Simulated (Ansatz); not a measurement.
This geometry of Cl$_{3}$H$_{2}$InS (7 atoms, charge 0, multiplicity 1) is a first-order saddle point.

These are results of RKS PBE0-D4/def2-SVP in Ansatz 0.2.0, not measurements.

```xyz
7
Properties=species:S:1:pos:R:3
In 0.103 -0.493 -0.205
Cl -0.053 -0.185 2.407
Cl 2.054 0.541 -0.940
Cl -1.996 -0.012 -1.099
S 0.322 -2.822 0.702
H -1.007 -3.052 0.584
H 0.120 -1.598 2.004
```

Task: Which two structures does it join? (They come from a converged band through this point; their orientation in space is the band's.)

Result: Bonds broken: S5–H7. Bonds formed: Cl2–H7.

First end point:

```xyz
7
Properties=species:S:1:pos:R:3
In 0.112 -0.093 0.108
Cl -0.040 0.529 2.371
Cl 2.063 0.395 -1.076
Cl -1.922 -0.326 -1.044
S 0.305 -2.766 0.713
H -0.999 -2.913 0.380
H 0.023 -2.446 1.999
```

Last end point:

```xyz
7
Properties=species:S:1:pos:R:3
In 0.122 -0.646 -0.300
Cl -0.040 -0.095 2.467
Cl 2.026 0.547 -0.912
Cl -1.980 0.036 -1.056
S 0.328 -2.918 0.543
H -0.999 -3.142 0.403
H 0.086 -1.403 2.308
```

Task: How far does it lie above each of them?

Result: 56.1 kJ/mol above the first and 5.4 kJ/mol above the second. This is the barrier of this one path; another mechanism may lie lower. The orbitals stay closed-shell, which can raise the energy where a bond breaks towards radicals; this wasn't checked here.

Run time: 2.7 min on 4 threads of Arm Neoverse V1, with other jobs on the host, peak memory 0.32 GiB.
